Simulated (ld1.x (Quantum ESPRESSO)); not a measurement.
# PW91 TM dataset for ruthenium, scalar-relativistic all-electron reference.

ruthenium, norm-conserving Troullier–Martins (Kleinman–Bylander form), made with ld1.x (Quantum ESPRESSO) 7.5 (PW91, scalar-relativistic). Core [Ar] 3d10, reference 4s2 4p6 4d8 5s0 5p0. Waves: 4s (bound): rc 2.34 bohr; 4p (bound): rc 1.82 bohr; 4d (bound): rc 2.16 bohr. Local part: all-electron potential smoothed inside 2.02 bohr (lloc = -2). Core correction: none.

All-electron outer shells of the reference configuration (PW91, scalar-relativistic, ld1.x):

```csv
shell,level (eV),outermost node (bohr),outermost maximum (bohr)
3p,-444.45,0.16,0.36
3d,-270.36,–,0.30
4s,-73.66,0.48,0.92
4p,-43.81,0.49,0.98
5s,-3.45,1.24,2.83
4d,-3.21,0.48,1.23
5p,-0.59,1.43,4.55
```

(1) Estimate the cutoffs (Ry, on a coarse ladder) from which the occupation-weighted sum of valence levels, in a spherical-Bessel basis at the reference potential, stays within 10 and 1 mRy of its value at 400 Ry.

(2) Does the potential have ghost states?

(3) Tests: 4s2 4p6 4d7 5s1 5p0; 4s2 4p6 4d7 5s0 5p0; 4s2 4p6 4d6 5s0 5p0; 4s1 4p6 4d7 5s1 5p0; 4s2 4p6 4d7 5s0 5p1; 4s2 4p6 4d6 5s1 5p0; 4s2 4p6 4d6 5s2 5p0. Which has the largest error in its energy relative to the reference configuration, and how large is it?

Results:

(1) 45 Ry and 60 Ry.

(2) No extra level below or beside the all-electron valence levels (s, p, d, f tested).

(3) 4s2 4p6 4d6 5s2 5p0, with +489 meV (all-electron minus pseudo) on +2.03 eV.
